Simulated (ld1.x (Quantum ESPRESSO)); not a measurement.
**An all-electron radial function and its pseudo partner (cerium)**

Columns: radius, all-electron u(r) and pseudo u(r) of the 4f shell (level -11.59 eV) of cerium in the configuration [Kr] 4d10 4f1 5s2 5p6 5d1 6s1 6p0; LDA (PZ), scalar-relativistic, RRKJ scheme, ld1.x (Quantum ESPRESSO) 7.5.

| r (bohr) | all-electron | pseudo |
| --- | --- | --- |
| 0.195 | 0.2218 | 0.0487 |
| 0.390 | 0.6880 | 0.4621 |
| 0.585 | 0.9218 | 0.9864 |
| 0.780 | 0.9452 | 1.0331 |
| 0.975 | 0.8717 | 0.8778 |
| 1.170 | 0.7666 | 0.7666 |
| 1.365 | 0.6586 | 0.6586 |
| 1.560 | 0.5592 | 0.5592 |
| 1.755 | 0.4719 | 0.4719 |
| 1.950 | 0.3971 | 0.3971 |
| 2.145 | 0.3339 | 0.3339 |
| 2.340 | 0.2809 | 0.2809 |
| 2.535 | 0.2365 | 0.2365 |
| 2.730 | 0.1994 | 0.1994 |
| 2.925 | 0.1684 | 0.1684 |
| 3.120 | 0.1424 | 0.1424 |
| 3.315 | 0.1206 | 0.1206 |
| 3.510 | 0.1022 | 0.1022 |
| 3.705 | 0.0868 | 0.0868 |
| 3.900 | 0.0737 | 0.0737 |
| 4.095 | 0.0627 | 0.0627 |
| 4.290 | 0.0533 | 0.0533 |
| 4.485 | 0.0453 | 0.0453 |
| 4.680 | 0.0386 | 0.0386 |
| 4.875 | 0.0328 | 0.0328 |
| 5.070 | 0.0279 | 0.0279 |

(1) How many radial nodes do the two functions have?

(2) At about which radius was the pseudo-wave matched?

(3) Is the pseudo-wave norm-conserving?

## Answers

(1) The all-electron 4f function has n − l − 1 = 0; the pseudo-wave has 0.

(2) 1.10 bohr, where the columns begin to agree (steps of 0.20 bohr).

(3) Yes: the RRKJ scheme keeps the norm inside the radius equal to the all-electron one, which fixes the energy derivative of the logarithmic derivative at the level.
